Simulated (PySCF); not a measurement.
# A PySCF run on CsTe

State: ²Π (doublet), unpaired electrons π ↑.

An equivalent input (the run itself took its basis sets from the Basis Set Exchange, started from a PBE0 density and held the occupation σ 7α 7β, πx 4α 3β, πy 4α 4β, δx 1α 1β, δy 1α 1β):

```python
from pyscf import gto, scf, cc
mol = gto.M(atom='Cs 0 0 0; Te 0 0 3.51', basis={'Cs': 'def2-SVP', 'Te': 'def2-SVP'}, ecp={'Cs': 'def2-SVP', 'Te': 'def2-SVP'},
            charge=0, spin=1, verbose=4, symmetry='C2v')
mf = scf.UHF(mol)
mf.irrep_nelec = {'A1': (8, 8), 'A2': (1, 1), 'B1': (4, 3), 'B2': (4, 4)}
mf.conv_tol = 1e-9
mf.max_cycle = 60
mf.diis_space = 10
mf.kernel()
mycc = cc.CCSD(mf, frozen=[[0, 1, 2, 3, 48, 49], [0, 1, 2, 3, 48, 49]])
mycc.run(conv_tol=1e-7, conv_tol_normt=1e-5, max_cycle=80, diis_space=8)
et = mycc.ccsd_t()
```

The SCF ended at -286.90404271 hartree. The coupled-cluster part of the log:

```
******** <class 'pyscf.cc.uccsd.UCCSD'> ********
CC2 = 0
CCSD nocc = (13, 12), nmo = (44, 44)
frozen orbitals [[0, 1, 2, 3, 48, 49], [0, 1, 2, 3, 48, 49]]
max_cycle = 80
direct = 0
conv_tol = 1e-07
conv_tol_normt = 1e-05
diis_space = 8
diis_start_cycle = 0
diis_start_energy_diff = 1e+09
Init t2, MP2 energy = -0.13386080157774
Init E_corr(UCCSD) = -0.133860801579877
cycle = 1  E_corr(UCCSD) = -0.14474480585705  dE = -0.0108840043  norm(t1,t2) = 0.0542922
cycle = 2  E_corr(UCCSD) = -0.147779098466956  dE = -0.00303429261  norm(t1,t2) = 0.0187627
cycle = 3  E_corr(UCCSD) = -0.148743116268183  dE = -0.000964017801  norm(t1,t2) = 0.0116283
cycle = 4  E_corr(UCCSD) = -0.14927046804032  dE = -0.000527351772  norm(t1,t2) = 0.00577714
cycle = 5  E_corr(UCCSD) = -0.149198691747915  dE = 7.17762924e-05  norm(t1,t2) = 0.00311666
cycle = 6  E_corr(UCCSD) = -0.149170058485357  dE = 2.86332626e-05  norm(t1,t2) = 0.00139733
cycle = 7  E_corr(UCCSD) = -0.149178883262012  dE = -8.82477665e-06  norm(t1,t2) = 0.000437297
cycle = 8  E_corr(UCCSD) = -0.149182083166814  dE = -3.1999048e-06  norm(t1,t2) = 0.000187666
cycle = 9  E_corr(UCCSD) = -0.14918195636024  dE = 1.26806574e-07  norm(t1,t2) = 7.80853e-05
cycle = 10  E_corr(UCCSD) = -0.149182071974134  dE = -1.15613894e-07  norm(t1,t2) = 3.30835e-05
cycle = 11  E_corr(UCCSD) = -0.149182105470038  dE = -3.34959043e-08  norm(t1,t2) = 1.7829e-05
cycle = 12  E_corr(UCCSD) = -0.149182097105591  dE = 8.36444738e-09  norm(t1,t2) = 9.0263e-06
UCCSD converged
E(UCCSD) = -287.0532248097988  E_corr = -0.1491820971055909
UCCSD(T) correction = -0.0029660081304643
```

T1 diagnostic 0.011, D1 0.048, 25 electrons correlated, 2 of the virtual orbitals (those above 20 hartree) left out.

Repeating this along the bond gives Re = 3.552 Å and ωe = 107 cm⁻¹.

A point of this curve took 12 CPU seconds beside 0.12 for the integrals (shared host).

Correlated steps freeze 4 core orbitals. Spin–orbit coupling is left out. The state is the lowest determinant that a PBE0 search found; another state may lie lower at other levels.
